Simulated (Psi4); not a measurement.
Cl$_{2}$Ge, charge +1, doublet, at a GFN2-xTB geometry (a state made from the parent by changing its charge; the spin is typed, not shown lowest); TPSS/def2-SVP (Psi4 1.11).

Here is a job for Psi4.
```
memory 2 GB

molecule mol {
1 2
Ge
Cl 1 2.107745
Cl 1 2.107745 2 120.712333
}

set {
  basis def2-svp
  reference uks
}

energy('tpss')
print_variables()
```

What the program printed (banner, timings and long lists left out):

```
   => Loading Basis Set <=

    Name: DEF2-SVP
    Role: ORBITAL
    Keyword: BASIS

         ---------------------------------------------------------
                                   SCF
               by Justin Turney, Rob Parrish, Andy Simmonett
                          and Daniel G. A. Smith
                              UKS Reference
         ---------------------------------------------------------

  ==> Geometry <==

    Molecular point group: c2v
    Full point group: C2v

    Geometry (in Angstrom), charge = 1, multiplicity = 2:

       Center              X                  Y                   Z               Mass
    ------------   -----------------  -----------------  -----------------  -----------------
         GE           0.000000000000     0.000000000000    -0.506819073147    73.921177761000
         CL           0.000000000000    -1.831876569276     0.535686188212    34.968852682000
         CL           0.000000000000     1.831876569276     0.535686188212    34.968852682000

  Running in c2v symmetry.

  Rotational constants: A =      0.43161  B =      0.07183  C =      0.06158 [cm^-1]
  Rotational constants: A =  12939.48870  B =   2153.34395  C =   1846.11930 [MHz]
  Nuclear repulsion =  314.898718494781633

  Charge       = 1
  Multiplicity = 2
  Electrons    = 65
  Nalpha       = 33
  Nbeta        = 32

  ==> Algorithm <==

  SCF Algorithm Type is DF.
  DIIS enabled.
  MOM disabled.
  Fractional occupation disabled.
  Guess Type is SAD.
  Energy threshold   = 1.00e-06
  Density threshold  = 1.00e-06
  Integral threshold = 1.00e-12

  ==> Primary Basis <==

  Basis Set: DEF2-SVP
    Blend: DEF2-SVP
    Number of shells: 28
    Number of basis functions: 68
    Number of Cartesian functions: 73
    Spherical Harmonics?: true
    Max angular momentum: 2

  ==> DFT Potential <==

   => LibXC <=

    Version 7.1.2
    S. Lehtola, C. Steigemann, M. J. T. Oliveira, and M. A. L. Marques,  SoftwareX 7, 1–5 (2018) (10.1016/j.softx.2017.11.002)

   => Composite Functional: TPSS <=

    TPSS Meta-GGA XC Functional

    J. Tao, et al., Phys. Rev. Lett., 91, 146401, 2003

    Deriv               =              1
    GGA                 =           TRUE
    Meta                =           TRUE

    Exchange Hybrid     =          FALSE
    MP2 Hybrid          =          FALSE

   => Exchange Functionals <=

    1.0000   XC_MGGA_X_TPSS

   => Correlation Functionals <=

    1.0000   XC_MGGA_C_TPSS

   => LibXC Density Thresholds  <==

[...]

   @Spin Contamination Metric:   3.891688592E-03
   @S^2 Expected:                7.500000000E-01
   @S^2 Observed:                7.538916886E-01
   @S   Expected:                5.000000000E-01
   @S   Observed:                5.000000000E-01

    Orbital Energies [Eh]
    ---------------------

    Alpha Occupied:

[...]
    Alpha Virtual:

[...]
    Beta Occupied:

[...]
    Beta Virtual:

[...]
    Final Occupation by Irrep:
             A1    A2    B1    B2
    DOCC [    14,    3,    5,   10 ]
    SOCC [     1,    0,    0,    0 ]
    NA   [    15,    3,    5,   10 ]
    NB   [    14,    3,    5,   10 ]

  @DF-UKS Final Energy: -2996.59400486038294

   => Energetics <=

    Nuclear Repulsion Energy =            314.8987184947816331
    One-Electron Energy =               -4774.3012018999979773
    Two-Electron Energy =                1598.0381277805527134
    DFT Exchange-Correlation Energy =    -135.2296492357193642
    Empirical Dispersion Energy =           0.0000000000000000
    VV10 Nonlocal Energy =                  0.0000000000000000
    Total Energy =                      -2996.5940048603829382

  UHF NO Occupations:
  HONO-2 :    5 B1 1.9995911
  HONO-1 :   14 A1 1.9988502
  HONO-0 :   15 A1 1.0000000
  LUNO+0 :   16 A1 0.0011498
  LUNO+1 :    6 B1 0.0004089
  LUNO+2 :   11 B2 0.0002118
  LUNO+3 :   17 A1 0.0000690

Computation Completed

Properties will be evaluated at   0.000000,   0.000000,   0.000000 [a0]

Properties computed using the SCF density matrix

 Multipole Moments:

 ------------------------------------------------------------------------------------
     Multipole            Electronic (a.u.)      Nuclear  (a.u.)        Total (a.u.)
 ------------------------------------------------------------------------------------

 L = 1.  Multiply by 2.5417464519 to convert [e a0] to [Debye]
 Dipole X            :          0.0000000            0.0000000            0.0000000
 Dipole Y            :          0.0000000           -0.0000000           -0.0000000
 Dipole Z            :         -4.2591598            3.7702305           -0.4889293
 Magnitude           :                                                    0.4889293

 ------------------------------------------------------------------------------------

  Variable Map:
  ----------------------------------------------------------------------------
[...]
  Array Variable Map:
  ----------------------------------------------------------------------------
[...]
[...]
```
